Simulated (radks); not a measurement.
Coulomb parameter of the 3d shell of neutral titanium in the model configuration [Ar] 3d2.5 4s1.5, as a second difference U = [E(n + 0.25) + E(n - 0.25) - 2 E(n)] / (0.25)^2 with all orbitals relaxed. "Bare": the charge of the atom changes with n. "Screened": the 4s shell takes up the change at fixed total charge, which measures U(3d,3d) + U(4s,4s) - 2 U(3d,4s). Calculated with a radial shooting solver on a logarithmic mesh with Libxc functionals: scalar-relativistic Kohn-Sham, PBEsol, spin-unpolarised, spherical densities, point nucleus.

case                 configuration  E - E(n) (eV)
start             [Ar] 3d2.5 4s1.5          0.000
bare +0.25       [Ar] 3d2.75 4s1.5         -0.481
bare -0.25       [Ar] 3d2.25 4s1.5          0.998
screened +0.25  [Ar] 3d2.75 4s1.25          0.335
screened -0.25  [Ar] 3d2.25 4s1.75         -0.234

U(bare) = 8.277 eV, U(screened by 4s) = 1.602 eV, against the Slater integral F0(3d,3d) = 14.812 eV with frozen orbitals. The step up makes a negative ion, whose loosely bound charge lowers the bare value.
